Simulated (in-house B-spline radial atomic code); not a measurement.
Results of a calculation; reference values are marked as such.
## Making a Troullier-Martins p channel for Tc, r_c = 0.9 bohr

Tc, [Kr] 4d5 5s2, non-relativistic LDA (VWN5), spherical and spin-unpolarised, from a B-spline radial code for spherical atoms (atomic units). The all-electron 4p level is ε = -1.643231 hartree, its outermost node lies just inside 0.52 bohr and its outer maximum at 1.03 bohr.

Inside r_c the pseudo-orbital is u(r) = r^2 exp(p(r)), with p = c0 + c2 r² + c4 r⁴ + … + c12 r¹². The seven coefficients follow from p and its first four derivatives at r_c, from zero curvature of the screened potential at the origin, c4 = −c2²/(2l + 5), and from the norm inside r_c. At r_c the all-electron orbital has P = 0.9965087, P' = 0.8241056, the screened potential V = -6.719131, V' = 16.19851, V'' = -50.50208, and the norm inside is Q = 0.2428347.

**Question.** What are p, p' and p'' at r_c?

**Answer.** p = ln(P/r_c^2) = ln(0.9965087/0.81) = 0.20722. p' = P'/P − 2/r_c = 0.82699 − 2.22222 = -1.39523. The radial equation gives p'' = 2(V − ε) − 2(2) p'/r_c − p'² = -10.15180 − (-6.20102) − 1.94666 = -5.89745. Differentiating, p''' = 2V' + 2(2)p'/r_c² − 2(2)p''/r_c − 2p'p'' = 35.261, and p'''' = 2V'' − 4(2)p'/r_c³ + 4(2)p''/r_c² − 2(2)p'''/r_c − 2p''² − 2p'p''' = -271.82.

For a trial c2 the five matching conditions are linear in c0, c6, c8, c10 and c12, and c2 is varied until the norm inside r_c equals Q. The root nearest zero gives:

```json
{"n": "0", "c_n": "1.291227"}
{"n": "2", "c_n": "-3.620766"}
{"n": "4", "c_n": "-1.87285"}
{"n": "6", "c_n": "30.71943"}
{"n": "8", "c_n": "-60.02028"}
{"n": "10", "c_n": "47.03438"}
{"n": "12", "c_n": "-13.49392"}
```

**Question.** Check c4 and p(r_c), and find the screened pseudopotential at the origin.

**Answer.** −c2²/7 = -1.87285, as listed. The terms c_n r_c^n are 1.29123, -2.93282, -1.22878, 16.32557, -25.83676, 16.39987, -3.81108, which sum to 0.20722. Inverting the radial equation, V_l(r) = ε + 2 p'/r + (p'' + p'²)/2, so V_l(0) = ε + (2l + 3) c2 = -1.643231 + 5 × (-3.62077) = -19.7471 hartree, finite where the all-electron potential diverges.

Orbitals and screened potentials:

| r (bohr) | P | u | V all-electron | V pseudo |
| --- | --- | --- | --- | --- |
| 0.09 | 0.3463 | 0.02861 | -332.8 | -19.69 |
| 0.225 | -0.3797 | 0.1531 | -88.92 | -17.96 |
| 0.36 | -0.5062 | 0.3008 | -40.02 | -11.78 |
| 0.495 | -0.06536 | 0.4314 | -22.31 | -3.757 |
| 0.63 | 0.4435 | 0.5926 | -14.02 | -0.4564 |
| 0.765 | 0.8077 | 0.8176 | -9.471 | -4.966 |
| 0.9 | 0.9965 | 0.9965 | -6.719 | -6.719 |

Logarithmic derivatives P'/P at R = 1.2 bohr, for energies E around ε:

```csv
E − ε (hartree),all-electron,pseudo
-0.5,-0.0829322,-0.0855048
-0.25,-0.332602,-0.333343
-0.1,-0.493375,-0.493503
0,-0.605663,-0.605662
0.1,-0.72238,-0.722526
0.25,-0.906487,-0.907497
0.5,-1.24064,-1.24542
```

**Question.** With P(R) = 0.9892609 and a norm of 0.5600282 inside R, what slope in energy does norm conservation fix?

**Answer.** d(P'/P)/dE = −2 × (norm inside R)/P(R)² = -1.1445 per hartree·bohr at E = ε, for both atoms, since orbital and norm agree at R. Differences over ±0.1 hartree give -1.1450 (all-electron) and -1.1451 (pseudo), which also hold third-order terms. Half a hartree below ε the two curves differ by -0.0026.
